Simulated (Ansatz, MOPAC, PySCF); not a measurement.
Pair of molecules: CH5N (SMILES CN) (first 7 atoms) with H4OSi (SMILES O[SiH3]); geometry from B3LYP-D3(BJ)/def2-TZVP.
(charge 0, multiplicity 1):
```xyz
13

C      0.23804    -0.36064    -0.12009
N     -0.26851     0.97108     0.23593
H     -0.45843    -1.11576     0.24456
H      1.19232    -0.52429     0.38071
H      0.38087    -0.51185    -1.19492
H     -1.16393     1.14785    -0.20461
H      0.36596     1.69609    -0.07860
O     -0.51022     1.01078     3.01196
Si    -0.07285    -0.37030     3.76705
H     -0.44348     1.05028     2.02544
H     -0.89127    -1.53760     3.33553
H     -0.25838    -0.17125     5.22134
H      1.34943    -0.73144     3.51138
```

Counterpoise-corrected where a basis set is named; no monomer relaxation.

The state that PM3, PM6 reach isn't checked.

Codes used: Ansatz (Gaussian basis) for Hartree–Fock, density functionals and correlated methods; MOPAC for PM3, PM6 (differences of heats of formation); PySCF for the dispersion terms. 

**Question.** One of these levels gives -27.3 kJ/mol for the interaction energy. Name it.
A. revPBE-D4/def2-TZVPPD
B. BLYP/def2-TZVPPD
C. PM6
D. PM3

**Answer.** C, PM6. The others give -9.2 (PM3), -33.7 (BLYP/def2-TZVPPD), -47.4 (revPBE-D4/def2-TZVPPD)

Ansatz is an electronic-structure program.
